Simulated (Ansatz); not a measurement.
Reaction (ligand exchange at the Si–O bond): `B[Si](F)(Cl)O[SiH3]` + `[NH2][SnH]([OH])[F]` → `[NH2][SnH]([F])[O][SiH3]` + `B[Si](O)(F)Cl`

Program: Ansatz. Geometries: PBE0-D4/def2-TZVP. ΔE: electronic, gas phase. CBS: MP2 limit from def2 TZ/QZ plus the TZ coupled-cluster correction, frozen cores. DFT in def2-TZVPP. Elements past krypton have def2 core potentials. For Sn outer-core shells are correlated without core-valence functions, which leaves a few kJ/mol of doubt a bond. One conformer a species, not always the lowest.

Task: Is it downhill or uphill in electronic energy at CCSD(T)/CBS, and by how much? (Best estimate.)

Result: Computed: Nearly level: ΔE = 0.0 kJ/mol.

Task: What do these levels give: r2SCAN-D4, ωB97X-V, ωB97M-V, HF/def2-TZVPP, MP2/def2-TZVPP, MP2/CBS(def2)? (An estimate is asked.)

Result: The calculation gave: r2SCAN-D4 1.0, ωB97X-V 1.0, ωB97M-V 0.8, HF/def2-TZVPP 1.2, MP2/def2-TZVPP -0.1, MP2/CBS(def2) 0.0 kJ/mol.

Largest T1 diagnostic among the species: 0.014.
